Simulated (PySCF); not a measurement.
ScCl2, SMILES [Cl][Sc][Cl] (connectivity only; charge and spin as stated), neutral, multiplicity 2.

Coordinates come from a B3LYP-D3(BJ)/def2-TZVP optimisation. The spin state was assumed, not searched. The isomer is the one that the SMILES or the coordinates give; other isomers of the formula were not compared.

These are TDA-PBE/def2-SVPD (PySCF) values and carry that method's errors.

Vertical excitations. Isolated molecule, no solvent.

Computed excitation energies, oscillator strengths and character:
| state | energy (eV) | λ (nm) | f | main pairs |
|---|---|---|---|---|
| root 1 | 0.37 | 3325 | 0.001 | α HOMO→LUMO+1 100 % |
| root 2 | 0.51 | 2440 | 0.003 | α HOMO→LUMO 99 % |
| root 3 | 1.11 | 1115 | 0.000 | α HOMO→LUMO+3 100 % |
| root 4 | 1.22 | 1016 | 0.003 | α HOMO→LUMO+2 100 % |
| root 5 | 2.74 | 452 | 0.087 | α HOMO→LUMO+4 96 % |
| root 6 | 3.29 | 376 | 0.207 | α HOMO→LUMO+5 98 % |
| root 7 | 3.93 | 315 | 0.005 | α HOMO−1→LUMO 96 % |
| root 8 | 3.95 | 314 | 0.000 | α HOMO−2→LUMO 98 % |
| root 9 | 3.99 | 311 | 0.000 | α HOMO−1→LUMO+1 97 % |
| root 10 | 4.01 | 309 | 0.000 | α HOMO−2→LUMO+1 83 %, α HOMO−3→LUMO 15 % |
Unrestricted roots are not spin-pure.
